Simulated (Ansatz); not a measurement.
The cluster Te₄, relaxed as a quintet with UKS PBE-D4/def2-SVP in Ansatz, starting from the PBE-D4/def2-SVP geometry of the neutral singlet. Force threshold 0.02 eV/Å.

In the def2 sets Te takes a core potential; there is no spin–orbit coupling. At PBE-D4/def2-SVP a singlet of charge 0 lies 1.23 eV below the quintet, each at its own geometry. The structure comes from a short search, and lower isomers may exist.

Start:

```xyz
4

Te    1.347    0.462   -1.309
Te   -1.086    1.550   -0.404
Te   -1.514   -1.045    0.600
Te    1.252   -0.967    1.113
```

```
step  energy (eV)  largest force component (eV/Å)  SCF passes
   1  -29172.5305                           1.146          59
   2  -29172.9088                           0.608          27
   3  -29173.1063                           0.383          27
   4  -29173.1687                           0.307          27
   5  -29173.2093                           0.056          29
   6  -29173.2099                           0.033          24
   7  -29173.2101                           0.011          27
   8  -29173.2102                           0.002          18
```

Force components are those of the run's own axes.

End:

```xyz
4

Te    1.533    0.859   -1.065
Te   -1.240    1.398   -0.857
Te   -1.533   -0.859    1.065
Te    1.240   -1.399    0.857
```

By distances, no bond broke or formed. The bond that changes most is Te1–Te4, from 2.81 to 2.98 Å (atoms count from 1).

The force fell under the threshold at step 7, but the optimiser went on. No frequencies were taken in this run, so the end may be a saddle point.

Hardware: 4 threads of Arm Neoverse N1 on a shared host. Wall time 21 s.
